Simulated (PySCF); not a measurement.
**Structure from NMR data**

The spectra below were simulated for a compound C5H11NO.

$^{1}$H NMR (300 MHz, computed): δ 4.32 (d of sept, J = 12.4, 7.5 Hz, 1H), 3.81 (br, 1H), 1.77 (s, 3H), 1.01 (d, J = 7.5 Hz, 6H).

$^{13}$C{$^{1}$H} NMR (computed): δ 166.7 (C), 38.6 (CH), 24.9 (CH3), 23.8 (CH3).

[PySCF: shielding tensors at PBE0/pcSseg-1 (GIAO); geometry from PBE0-D3(BJ)/def2-SVP; couplings computed with B3LYP/pcJ-1 (spin–dipole term only in couplings to heteroatoms); relativity neglected; single conformer; fast rotation and ring inversion assumed for equivalent nuclei; in vacuum]

References, each an isolated molecule treated in the same way: $^{1}$H and $^{13}$C vs TMS.

Choose the structure that fits.
A. CC(C)(C)NC=O
B. CC(C)(C)C(N)=O
C. CC(=O)NC(C)C

Answers

C. 

The formula gives 1 degree of unsaturation (no ring in the answer). 4 carbon signals for 5 carbons: some carbons are equivalent by symmetry or fast rotation. Carbon types of the structure: 1 × C, 1 × CH, 3 × CH3, leaving 1 H on heteroatoms. δC 166.7: amide carbonyl carbon; lone-pair donation from the attached heteroatom keeps it upfield of a ketone carbonyl. δC 38.6: sp3 CH bonded to N; pulled downfield by the heteroatom. δC 23.8: methyl carbon α to a carbonyl; α to the electron-withdrawing carbonyl group. δH 4.32: hydrogen on an sp3 CH bonded to N; its carbon carries N, which withdraws density. δH 1.77: hydrogen on a methyl carbon α to a carbonyl; α to C=O. The protons at 4.32 and 1.01 share a coupling of 7.5 Hz (vicinal).

The others: CC(C)(C)C(N)=O would give 3 carbon signals, not 4; CC(C)(C)NC=O would give 3 carbon signals, not 4.

The OH or NH signal is concentration- and solvent-dependent in practice; the value given is the gas-phase one. Amide-type NH protons are broadened by 14N but still split neighbouring CH signals. Multiplet labels drop couplings under 1 Hz and merge nearly equal ones. Unscaled 3J(H,H) at this level run about 10 % above measured values. Shifts are as computed. Against solution values, carbons near 30 ppm lie about +2 ppm off and those near 130 ppm about +5 ppm. Of 1211 compounds with measured shifts, 218 miss one by over three times the rms of a fit or turn the order of signals round; such compounds aren't used in these exercises. The C=O carbon of an acid or of an amide with N–H lies up to 10 ppm further downfield in solution, through hydrogen bonding that the calculation lacks. Vicinal couplings across rotatable single bonds and in flexible rings belong to the one computed conformer; a conformer average would change them.
